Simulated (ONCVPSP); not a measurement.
Before and after: ONCV potential for Se (Z = 34)

ONCVPSP 4.0.1 input, shortened (lines: element, Z, core and valence counts, functional; n l f; lmax; l rc ep ncon nbas qcut; lloc lpopt rc5 dvloc0; l nproj debl; icmod fcfact rcfact), PBEsol, scalar-relativistic:

```
  Se 34.00    3    5  -116133      upf
    1    0    2.00
    2    0    2.00
    2    1    6.00
    3    0    2.00
    3    1    6.00
    3    2   10.00
    4    0    2.00
    4    1    3.00
    2
    0    0.95    0.00    3    7   14.20
    1    0.80    0.00    4    8   17.50
    2    1.00    0.00    4    8   12.70
    4    3    0.65    2.00
    0    2    1.70
    1    2    1.40
    2    2    3.70
    1    0.15    0.00
```

Change: p: rc 0.6; local potential polynomial inside 0.60 bohr (lpopt 3, dvloc0 2 Ha).

Cutoffs: the cutoffs (Ha) at which the residual kinetic energy of the hardest occupied pseudo-wave falls to 1 and 0.1 mHa per electron; they do not see the model core or the augmentation charge, which bear on the density cutoff. Errors are all-electron minus pseudo energies relative to the spin-unpolarised reference configuration.

How do hardness, ghosts and transferability respond?

The potential gets neither clearly harder nor softer (112 Ha and 237 Ha → 129 Ha and 237 Ha); of the 4 tests that both files solve, the error grows in 0 and shrinks in 3 by more than 15 % and 0.3 meV (median size 4.4 → 3.0 meV); neither file shows a bound ghost. Less of the atom is replaced, so other configurations are described better.

```tsv
quantity	base	changed
cutoff, loose	112 Ha	129 Ha
cutoff, tight	237 Ha	237 Ha
loose cutoff by channel	s 68 Ha, p 68 Ha, d 112 Ha	s 68 Ha, p 129 Ha, d 112 Ha
bound ghosts	none	none
GHOST(+) flags under 300 eV	none	none
error for 3s2 3p6 3d10 4s2 4p4, meV [ΔE -10.85 eV]	+1.1	+0.6
error for 3s2 3p6 3d10 4s2 4p2, meV [ΔE 20.37 eV]	-2.4	-1.5
error for 3s2 3p6 3d10 4s2 4p1, meV [ΔE 51.27 eV]	-6.4	-4.5
error for 3s2 3p6 3d9 4s2 4p5, meV [ΔE 40.82 eV]	+288	+286
s: phases at 0.96 bohr within 0.05 rad from the reference energy up to (Ha; the scan ends near 5)	to the end of the scan	to the end of the scan
d: phases at 1.02 bohr within 0.05 rad from the reference energy up to (Ha; the scan ends near 5)	to the end of the scan	to the end of the scan
rms error of d²Exc/dni dnj with the model core, mHa	1.25	1.28
```
